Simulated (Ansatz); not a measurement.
Consider the atomization: `[SH2+][InH3-]` → 5 H• + In• + S•.

Isolated molecules relaxed with PBE0-D4/def2-TZVP in Ansatz; ΔE leaves out vibrations. CCSD(T)/CBS is the MP2 limit (def2-TZVPP, def2-QZVPP) plus CCSD(T) − MP2 in def2-TZVPP, frozen cores. This one scheme is used for every species, atoms too. DFT in def2-TZVPP. No spin–orbit coupling; open shells (•) take unrestricted orbitals. Spin–orbit coupling would lower the free atoms: a little for S; strongly for In. Elements past krypton have def2 core potentials. Bonds to In are less sure, by a few kJ/mol each and by 10 to 20 or more in all where they break to atoms, as the def2 sets lack core-valence functions.

`[SH2+][InH3-]`:

Z-matrix (Å, degrees):
```
In
S 1 2.849
H 1 1.729 2 94.1
H 1 1.733 2 94.5 3 -119.8
H 1 1.729 2 94.1 3 120.5
H 2 1.343 1 95.5 3 166.5
H 2 1.343 1 95.5 3 73.4
```

```tsv
level	ΔE (kJ/mol)
LDA (SPW92)	1736.5
PBE-D4	1509.7
revPBE-D4	1482.2
r2SCANh-D4	1532.8
r2SCANh	1530.0
LC-ωPBE	1513.7
HF/def2-SVP	1084.6
CCSD/CBS(def2)	1537.0
```

Q: What does CCSD(T)/CBS give? (An estimate is asked.)

A: Computed: +1551.9 kJ/mol. The listed levels differ from it by 184.6, -42.2, -69.7, -19.1, -21.9, -38.2, -467.3, -14.9 kJ/mol.

Largest T1 diagnostic among the species: 0.015.

From r2SCAN to r2SCAN0 (25 % exact exchange), in def2-TZVPP and without D4, ΔE moves by −12.3 kJ/mol: exact exchange takes away binding that semilocal exchange gives to molecules. The D4 term adds +18.1 kJ/mol with B3LYP and +9.5 kJ/mol with PBE0; it sums over pairs of atoms, weighted by their polarisabilities, and B3LYP, whose exchange is more repulsive, gets the larger term.

B3LYP here is the variant with VWN-RPA as its local correlation; programs differ in this.

For atomizations the MP2-based limit and the directly extrapolated one differ by several kJ/mol either way, and by 10 to 25 for some Ge, Se and Sn compounds, so smaller differences from it don't rank the levels.
